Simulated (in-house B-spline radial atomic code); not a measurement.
Checks on a self-consistent run for Cu⁵⁺, [Ne] 3s2 3p5 3d5 4f1 5g1. Method: non-relativistic Hartree-Fock, average of configuration, point nucleus. Calculated with a radial B-spline atomic code at the basis-set limit.

```json
{"orbital": "1s", "q": "2", "ε (Eh)": "-334.32343", "<1/r>": "28.5141", "<r²>": "0.00374785"}
{"orbital": "2s", "q": "2", "ε (Eh)": "-46.34499", "<1/r>": "6.23301", "<r²>": "0.0662671"}
{"orbital": "2p", "q": "6", "ε (Eh)": "-41.13919", "<1/r>": "6.15907", "<r²>": "0.0526937"}
{"orbital": "3s", "q": "2", "ε (Eh)": "-9.81318", "<1/r>": "2.06515", "<r²>": "0.532004"}
{"orbital": "3p", "q": "5", "ε (Eh)": "-8.12437", "<1/r>": "1.96975", "<r²>": "0.556915"}
{"orbital": "3d", "q": "5", "ε (Eh)": "-5.39120", "<1/r>": "1.76948", "<r²>": "0.585058"}
{"orbital": "4f", "q": "1", "ε (Eh)": "-1.33370", "<1/r>": "0.463006", "<r²>": "6.92075"}
{"orbital": "5g", "q": "1", "ε (Eh)": "-0.73180", "<1/r>": "0.248853", "<r²>": "21.6068"}
```

Electron-electron repulsion V_ee = 524.9127 hartree, kinetic energy T = 1622.3544 hartree.

Problem. What total energy follows from the eigenvalues?

Solution. The eigenvalues count the repulsion twice, so E = Σqε - V_ee = -1097.442 - 524.913 = -1622.354 hartree; the run printed -1622.354.

Problem. What is the virial ratio?

Solution. -V/T = (T - E)/T = 2.000000; at the Hartree-Fock limit it is 2.

Problem. What diamagnetic shielding (Lamb formula) and susceptibility (Langevin formula) do the radii give?

Solution. σ = (α²/3)Σq<1/r> = 129.987/(3·137.036²) = 2307.3 ppm, and χ = -0.79199×10⁻⁶·Σq<r²> = -28.32×10⁻⁶ cm³/mol with Σq<r²> = 35.758 bohr². Both are non-relativistic formulas without the paramagnetism of open shells.
